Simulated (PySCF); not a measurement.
# Ionisation energy of Xe³⁰⁺ by level of theory

Xe³⁰⁺ [Ar] 3d6 (5D) → Xe³¹⁺ [Ar] 3d5 (6S), as a difference of total energies. All numbers are calculated (PySCF 2.14, the non-relativistic Hamiltonian (point nucleus), in an even-tempered Gaussian basis (17 s from 4.4 bohr⁻², ratio 2.5; 11 p from 5.7 bohr⁻², ratio 2.5; 8 d from 5.7 bohr⁻², ratio 2.5; 4 f from 23 bohr⁻², ratio 2.7; 3 g from 35 bohr⁻², ratio 2.7)). Correlated levels: outer shells: [Ne] frozen; virtual orbitals above 40 to 60 times the deepest correlated orbital energy dropped. The calculations carry no spin-orbit coupling.

```csv
method,ionisation energy (eV)
UHF,1824.7
LDA,1827.1
PBE,1827.8
PBE0,1827.5
r2SCAN,1827.8
M06,1825.5
B97-3,1827.5
MP2 (outer shells),1826.0
SCS-MP2 (outer shells),1826.2
```

A first-order spin-orbit estimate (lowest level to lowest level, LS coupling) adds 5.737 eV.

All relativistic terms are absent from these numbers, so their closeness to the reference says little about the methods.

First order in ζ underestimates the shift of j = l − 1/2 levels at high Z.

For comparison: 1826 ± 4 eV (theoretical estimate listed by NIST; NIST Atomic Spectra Database, ionization energies).
